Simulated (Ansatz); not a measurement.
Cartesian coordinates in Å:
```
C 1.2359 0.3548 0.8716
C 0.0006 -0.3858 0.3801
Si -0.4212 0.0063 -1.4087
Se -1.5123 0.1519 1.5235
H 2.1108 0.0648 0.2833
H 1.4503 0.1292 1.9198
H 1.1151 1.4373 0.7787
H 0.1340 -1.4613 0.5152
H -1.6796 -0.6804 -1.8021
H 0.6761 -0.4621 -2.3046
H -0.5795 1.4745 -1.5648
H -2.5302 -0.6292 0.8080
```

Charge 0, multiplicity 1.

Question: List the PBE/def2-TZVPP orbital energies in eV (Ansatz 0.2.0). (An estimate is asked.)

Answer: Computed: Occupied: -12302.25, -1779.46, -1562.23, -1403.02, -1402.99, -1402.91, -269.91, -269.21, -205.22, -150.58, -150.48, -150.23, -137.24, -93.96, -93.96, -93.96, -53.69, -53.68, -53.49, -53.41, -53.38, -19.74, -17.28, -14.95, -12.95, -11.34, -10.63, -9.71, -8.89, -8.76, -8.27, -8.01, -7.43, -5.40. Lowest empty: -1.15, -0.13, 0.28, 0.46, 0.76, 1.03, 1.33, 1.59.
